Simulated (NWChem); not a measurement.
System: CuNH₄; SMILES [NH3]->[CuH]

```xyz
6

Cu     0.0000     0.0000    -0.4372
H      0.0000     0.0000    -1.9272
N      0.0000     0.0000     1.4325
H     -0.8987    -0.2933     1.8288
H      0.1953     0.9250     1.8288
H      0.7034    -0.6317     1.8288
```
Atoms are numbered in this order, from 1.

Level: B3LYP/6-31G* (spherical d) (NWChem), optimised geometry, unscaled harmonic frequencies. 

Problem. List the harmonic frequencies with IR intensities, and the thermochemistry.

Solution. 
| frequency (cm⁻¹) | IR intensity (km/mol) |
|---|---|
| 262 | 46.1 |
| 262 | 46.1 |
| 527 | 1.5 |
| 664 | 55.5 |
| 664 | 55.5 |
| 1312 | 133.5 |
| 1694 | 17.8 |
| 1694 | 17.8 |
| 1886 | 183.4 |
| 3390 | 8.6 |
| 3475 | 18.5 |
| 3475 | 18.5 |

```yaml
zero_point_energy: 27.6 kcal/mol
thermal correction to the enthalpy at 298.15 K (with zero-point energy): 30.8 kcal/mol
heat capacity Cv: 12.7 cal/(mol K)
entropy at 298.15 K and 1 atm (symmetry number 3): 62.1 cal/(mol K)
dipole_moment: 6.47 D
```

Rigid rotor and harmonic oscillator.
